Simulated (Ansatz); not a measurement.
Reactions of AlH5SeSi (`[AlH2][Se][SiH3]`).

Program: Ansatz. Geometries: PBE0-D4/def2-TZVP. ΔE: electronic, gas phase. CCSD(T)/CBS adds triple-zeta CCSD(T) − MP2 to the extrapolated MP2 energy (def2 sets, frozen cores). This one scheme is used for every species. Functionals use def2-TZVPP. For Ga, Se outer-core shells are correlated without core-valence functions, which leaves a few kJ/mol of doubt a bond. Scalar relativity is left out up to krypton. Each species was taken in one conformer, which may not be the lowest.

```
                                                                     reaction  HF/CBS(def2) (kcal/mol)  CCSD/CBS(def2) (kcal/mol)  r2SCAN-D4 (kcal/mol)
           `[AlH2][Se][SiH3]` + `C[SiH2]N` → `C[SiH2]N[SiH3]` + `[AlH2][SeH]`                     -0.3                        1.8                   2.5
       `[AlH2][Se][SiH3]` + `O[SiH](O)S` → `O[SiH](O)S[SiH3]` + `[AlH2][SeH]`                      0.3                        0.4                  -0.5
     `[AlH2][Se][SiH3]` + `O[SiH](O)O` → `O[SiH](O)[O][AlH2]` + `[SiH3][SeH]`                    -10.8                       -7.3                  -6.5
`[AlH2][Se][SiH3]` + `C#[C][GaH][Cl]` → `[SiH3][Se][GaH][Cl]` + `C#[C][AlH2]`                     -1.2                       -1.2                  -1.7
                               `[AlH2][Se][SiH3]` + H₂ → `[AlH2][SeH]` + SiH₄                      4.7                        9.8                  10.9
            `[AlH2][Se][SiH3]` + `CC(C)N` → `CC(C)[NH][AlH2]` + `[SiH3][SeH]`                      8.9                        8.8                   8.3
        `[AlH2][Se][SiH3]` + `[OH][GaH2]` → `[AlH2][O][GaH2]` + `[SiH3][SeH]`                     -9.0                       -5.0                  -4.4
```

(1) Give the CCSD(T)/CBS values in the same order. (Estimate.)

Largest T1 diagnostic: 0.015, for `[OH][GaH2]`.

Answers

(1) Ansatz gave: 2.1, 0.2, -6.7, -1.2, 10.9, 8.7, -4.3 kcal/mol.
